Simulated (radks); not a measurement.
Problem. The mean radii <r> (bohr) of the occupied orbitals of an atom or ion are listed with their occupations. Calculated with a radial shooting solver on a logarithmic mesh with Libxc functionals: scalar-relativistic Kohn-Sham, OLYP, spin-polarised, spherical densities, point nucleus.

orbital  occ.      <r>
1s up       1  0.04700
1s down     1  0.04700
2s up       1   0.2099
2s down     1   0.2098
2p up       3   0.1834
2p down     3   0.1834
3s up       1   0.6121
3s down     1   0.6140
3p up       3   0.6275
3p down     1   0.6301
3d up       5   0.6603
3d down     5   0.6644
4s up       1    1.681
4d up       2    2.473

Name the element and its charge. Open shells, if any, are filled with parallel spins first.

Solution. Z = 32, germanium, charge +3: Ge3+ in [Ne] 3s2 3p4 3d10 4s1 4d2. The 1s radius gives Z: for a bare nucleus <r> = (2 gamma + 1)/(2Z) with gamma = sqrt(1 - (Z/c)^2), 0.04601 bohr for Z = 32, and screening makes it slightly larger (0.04700 here). The occupations add up to 29, and the charge is Z minus that.
